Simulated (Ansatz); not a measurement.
Stepwise reaction of `[OH][GeH2][F]` with hydrogen fluoride, as a gas-phase model of exchange steps in deposition or etching. ΔE in kJ/mol; ΔG adds harmonic PBE0-D4 terms to CCSD(T)/CBS, at 1 bar.

Program: Ansatz. Geometries: PBE0-D4/def2-TZVP. ΔE: electronic, gas phase. CBS: MP2 limit from def2 TZ/QZ plus the TZ coupled-cluster correction, frozen cores. This one scheme is used for every species. Functionals use def2-TZVPP. B3LYP here is the variant with VWN-RPA as its local correlation; programs differ in this. For Ge outer-core shells are correlated without core-valence functions, which leaves a few kJ/mol of doubt a bond. Scalar relativity is left out up to krypton. Each species was taken in one conformer, which may not be the lowest.

| step | reaction | PBE-D4 | B3LYP-D4 | ωB97M-V | CCSD(T)/CBS | ΔG(500 K) |
| --- | --- | --- | --- | --- | --- | --- |
| 1 | `[OH][GeH2][F]` + H–F → `[OH][GeH]([F])[F]` + H₂ | -55.8 | -59.6 | -60.1 | -54.2 | -54.8 |
| 2 | `[OH][GeH]([F])[F]` + H–F → `[OH][Ge]([F])([F])[F]` + H₂ | -27.7 | -30.9 | -32.2 | -27.3 | -30.0 |

Task: By hand: ΔE of the 2 steps together at CCSD(T)/CBS.

Result: (-54.2) + (-27.3) = -81.5 kJ/mol, or -40.8 kJ/mol a step.

In ΔE each step is higher than the one before. All are downhill at CCSD(T)/CBS. ΔG lies between -54.8 and -30.0 kJ/mol a step. PBE-D4 differs from CCSD(T)/CBS by -1.6 to -0.4 kJ/mol a step. Isolated molecules leave out the surface, adducts and barriers. Largest T1 diagnostic: 0.012.
